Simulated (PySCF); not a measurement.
```xyz
5
charge 0 multiplicity 1, angstrom
Ru    0.0000    0.0000    0.0000
F    -1.0523   -1.0523   -1.0523
F    -1.0523    1.0523    1.0523
F     1.0523   -1.0523    1.0523
F     1.0523    1.0523   -1.0523
```

All numbers come from PySCF, PBE0, basis Ru def2-SVP with ECP28, F def2-SVP (scalar-relativistic core potentials, no spin–orbit coupling, density fitting).

This geometry of RuF₄ is a stationary point at this level.

Problem. What is the point group?

Solution. Td.

Problem. Is it a minimum?

Solution. Yes: all harmonic wavenumbers are real.

Problem. What are the dipole moment and the gap between the highest occupied and lowest empty levels?

Solution. 0.00 D and 4.35 eV.

Problem. Give the atomic charges and bond orders.

Solution. 
```
    atom  Mulliken  Löwdin  polar tensor  Mayer order to Ru1
     Ru1      1.31    0.47          2.36                   –
F2,3,4,5     -0.33   -0.12         -0.59                1.02
```

Stability towards spin polarisation was not tested. Other isomers or separated fragments may lie lower. At this level a quintet minimum of D2d symmetry lies 88 kJ/mol below this structure.
